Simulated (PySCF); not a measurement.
Cartesian coordinates in Å; atom numbers follow the order of the lines, from 1:
```xyz
4

Ga    0.0627    0.1063    0.0003
H     1.6109   -0.0813    0.0148
H    -0.8383    1.3794   -0.0194
F    -0.8353   -1.4044    0.0043
```

Geometry: PBE0-D3(BJ)/def2-SVP; GIAO absolute shieldings from PySCF 2.14.0 with density-fitted response routines, gas phase, non-relativistic, averaged over equivalent atoms.

At PBE/pcSseg-1 (pcSseg-2 on Ga) (90 basis functions, 3 s wall time on 1 thread of an Arm Neoverse V2, shared host):
| atoms | σ (ppm) |
| --- | --- |
| Ga1 | 1288.3 |
| H2/H3 | 25.15 |
| F4 | 222.4 |

Problem. What do these become at B3LYP/pcSseg-1 (pcSseg-2 on Ga)?

Solution. 
| atoms | σ at B3LYP/pcSseg-1 (pcSseg-2 on Ga) | change |
| --- | --- | --- |
| Ga1 | 1340.5 | +52.2 |
| H2/H3 | 25.62 | +0.47 |
| F4 | 256.8 | +34.4 |

The largest change is at Ga1 (Ga bonded to F, 2 H). Cost: 90 basis functions, 1.8 s wall time on 1 thread of an Arm Neoverse V2, shared host.

Relativistic effects, spin–orbit coupling among them, are left out; they matter for Ga and for the light atoms bonded to it.
